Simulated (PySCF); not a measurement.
A survey of 29Si NMR shifts

[PySCF 2.14.0 with density-fitted response routines: geometry: GFN2-xTB; NMR shieldings at PBE0/pcSseg-1/GIAO; rapidly exchanging positions averaged; no solvent; a single conformation; non-relativistic Hamiltonian]

Shieldings were converted by a linear fit to measured shifts: 29Si (scatter 8.9 ppm rms, 25.8 ppm with the 6 outliers that the fit left out vs TMS, solution or neat liquid). Occasional misses reach two or three times the rms, and more in compound classes unlike the fitted ones.

Problem. Give the 29Si shifts of `CC[Si@H](CSC)[SiH2]F`, `N#C[SiH2]C#C[SiH3]`, `CC1=N[SiH2]O[SiH2]C1=O`, `C#CC[C@@H](CC#N)N[SiH3]`.

Solution. 
```json
{"compound": "[CH3:1][CH2:2][Si@H:3]([CH2:4][S:5][CH3:6])[SiH2:7][F:8]", "environment": "Si7: silicon bonded to F, Si, 2 H", "δ (ppm)": "-0.3"}
{"compound": "[CH3:1][CH2:2][Si@H:3]([CH2:4][S:5][CH3:6])[SiH2:7][F:8]", "environment": "Si3: silicon bonded to 2 C, Si, H", "δ (ppm)": "-30.0"}
{"compound": "[N:1]#[C:2][SiH2:3][C:4]#[C:5][SiH3:6]", "environment": "Si3: silicon bonded to 2 C, 2 H", "δ (ppm)": "-87.4"}
{"compound": "[N:1]#[C:2][SiH2:3][C:4]#[C:5][SiH3:6]", "environment": "Si6: silicon bonded to C, 3 H", "δ (ppm)": "-87.5"}
{"compound": "[CH3:1][C:2]1=[N:3][SiH2:4][O:5][SiH2:6][C:7]1=[O:8]", "environment": "Si4: silicon bonded to N, O, 2 H, in a 6-membered ring", "δ (ppm)": "-37.5"}
{"compound": "[CH3:1][C:2]1=[N:3][SiH2:4][O:5][SiH2:6][C:7]1=[O:8]", "environment": "Si6: silicon bonded to C, O, 2 H, in a 6-membered ring", "δ (ppm)": "-41.6"}
{"compound": "C#CC[C@@H](CC#N)N[SiH3]", "environment": "silicon bonded to N, 3 H", "δ (ppm)": "-54.4"}
```
